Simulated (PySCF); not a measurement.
Structure problem from calculated spectra and properties.

Formula: C9H4O2.

| Property | Result |
| --- | --- |
| 1H NMR | chemical shifts (computed TMS as zero) by class: 9.22 (1 H), 2.38 (3 H) ppm [GIAO PBE0/pcSseg-1] |
| UV, strongest line | among the 10 lowest singlet transitions: S8 at 5.72 eV (217 nm, f = 0.944) [TDDFT CAM-B3LYP/def2-SVPD] |
| UV, first state | lowest singlet excitation: 2.93 eV (423 nm, f = 0.000) [TDDFT CAM-B3LYP/def2-SVPD] |
| Rotational structure | rotational constants A, B, C: 4.699, 0.354, 0.330 GHz [PBE0-D3(BJ)/def2-SVP] |
| NMR, other nuclei | isotropic shieldings of nuclei other than C and H, by class: -325 (1 O), -275 (1 O) ppm [GIAO PBE0/pcSseg-1] |
| 13C NMR | chemical shifts (computed TMS as zero) by class: 202.9 (1 C), 198.2 (1 C), 198.0 (1 C), 193.2 (1 C), 132.3 (1 C), 116.5 (1 C), 69.1 (1 C), 60.3 (1 C), 7.0 (1 C) ppm [GIAO PBE0/pcSseg-1] |

Electronic properties: PySCF, gas phase, density fitting. Levels stand in brackets. Geometry: PBE0-D3(BJ)/def2-SVP; no solvent, vibrations or thermal averaging. NMR values are class means; diastereotopic atoms form classes of their own.

Problem. What is the compound? Reason from the data.

Solution. Numbering: `[CH3:1][C:2]#[C:3][C:4]#[C:5][c:6]1[cH:7][c:8](=[O:9])[c:10]1=[O:11]`. Its formula, C9H4O2, gives 8 degrees of unsaturation: 1 ring and 7 π bonds in the structure found (Kekulé form). 9 carbons fall into 9 classes; from least to most shielded: ring carbonyl carbon [C8] (202.9 ppm), unsaturated ring carbon [C6] (198.2 ppm), ring carbonyl carbon [C10] (198.0 ppm), unsaturated ring CH carbon [C7] (193.2 ppm), alkyne carbon [C4] (132.3 ppm), alkyne carbon [C2] (116.5 ppm), alkyne carbon [C3] (69.1 ppm), alkyne carbon [C5] (60.3 ppm), propargylic carbon [C1] (7.0 ppm). Hydrogen classes from least to most shielded: 1 H on an unsaturated ring CH carbon, C7 (9.22 ppm), 3 H on a propargylic carbon, C1 (2.38 ppm). The other shieldings belong to: -325 ppm, carbonyl oxygen [O9]; -275 ppm, carbonyl oxygen [O11]. S1 is mainly HOMO→LUMO (weight 0.94); the largest Löwdin shares of the orbital it empties are 0.17 on a carbonyl oxygen, 0.16 on a carbonyl oxygen and 0.10 on each of 2 atoms of one kind (alkyne carbon), of the orbital it fills 0.21 on the unsaturated ring carbon, 0.17 on the unsaturated ring CH carbon, 0.14 on an alkyne carbon and 0.10 on an alkyne carbon. By its constants the optimised geometry is an asymmetric top. Structure: `CC#CC#Cc1cc(=O)c1=O`. The assignments are read from this structure; whether some other isomer fits the data as well wasn't checked.
